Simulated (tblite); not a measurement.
Run record: nudged-elastic-band run, methyl 2-butynoate (`CC#CC(=O)OC`).

Computed with GFN2-xTB (tblite), gas phase: nudged elastic band of 9 images (0 to 8), spring 0.2 eV/Å², climbing image at the end, force threshold 0.05 eV/Å. The top image wasn't refined or checked by frequencies; at this threshold it can lie a kcal/mol or more above the true saddle point of the method. The command runs a driver script over a list of jobs; the input below is this job's line of settings and its coordinates in Å. «atoms» counts from 0 and names the dihedral (C3–C4–O6–C7 when counted from 1); «turn» is the rotation in degrees that makes the guess of the end point.

Command:
```bash
OMP_NUM_THREADS=1 python probes_run.py task.json out
```

Input:
```
{"job": {"kind": "neb", "xc": "GFN2-xTB", "basis": "xTB", "atoms": [2, 3, 5, 6], "turn": 180}, "charge": 0, "multiplicity": 1}
C     -3.206316    -0.016296     0.410271
C     -1.802002    -0.048436     0.095431
C     -0.623566    -0.069232    -0.145348
C      0.762723    -0.117186    -0.520768
O      1.164602    -0.364644    -1.628985
O      1.554928     0.148845     0.530353
C      2.948388     0.125708     0.269048
H     -3.678199    -0.940119     0.077935
H     -3.676588     0.823164    -0.100671
H     -3.346677     0.093926     1.484663
H      3.439316     0.360030     1.210036
H      3.206086     0.865806    -0.491710
H      3.252920    -0.861080    -0.086578
```

Output:
```
image   E - E0 / eV
  0      -0.0000
  1       0.0253
  2       0.1189
  3       0.3376
  4       0.5699
  5       0.3967
  6       0.2342
  7       0.2101
  8       0.1937
```

Task: Read off the barriers.

Result: The highest image is 4: 0.570 eV (13.14 kcal/mol) above the start and 0.376 eV (8.68 kcal/mol) above the end. The band met its force threshold.

Task: Which dihedral does each image have?

Result: 0: 180°, 1: -171°, 2: -159°, 3: -134°, 4: -91°, 5: -48°, 6: -15°, 7: -5°, 8: 0°.

Task: Give the geometry of the highest image and of the end point.

Result: 
Image 4:
```
atom  x, y, z in Å
C1     -2.824    0.293    0.426
C2     -1.520   -0.176    0.038
C3     -0.436   -0.577   -0.302
C4      0.881   -1.003   -0.677
O5      1.175   -1.467   -1.740
O6      1.796   -0.846    0.348
C7      2.466    0.398    0.351
H8     -3.562   -0.487    0.247
H9     -3.087    1.168   -0.168
H10    -2.830    0.561    1.482
H11     3.173    0.356    1.177
H12     1.760    1.221    0.512
H13     3.005    0.560   -0.588
```

Image 8:
```
atom  x, y, z in Å
C1     -2.535    0.490    0.335
C2     -1.281   -0.088   -0.074
C3     -0.224   -0.559   -0.404
C4      0.985   -1.196   -0.868
O5      0.980   -2.111   -1.647
O6      2.144   -0.713   -0.383
C7      2.118    0.361    0.533
H8     -3.204   -0.297    0.682
H9     -2.997    0.993   -0.514
H10    -2.379    1.211    1.137
H11     3.158    0.568    0.777
H12     1.572    0.093    1.442
H13     1.659    1.249    0.089
```

On one thread, Intel Xeon at 2.50 GHz (x86_64) (shared host), this took 12 s wall and 0.18 GiB of memory at its peak.
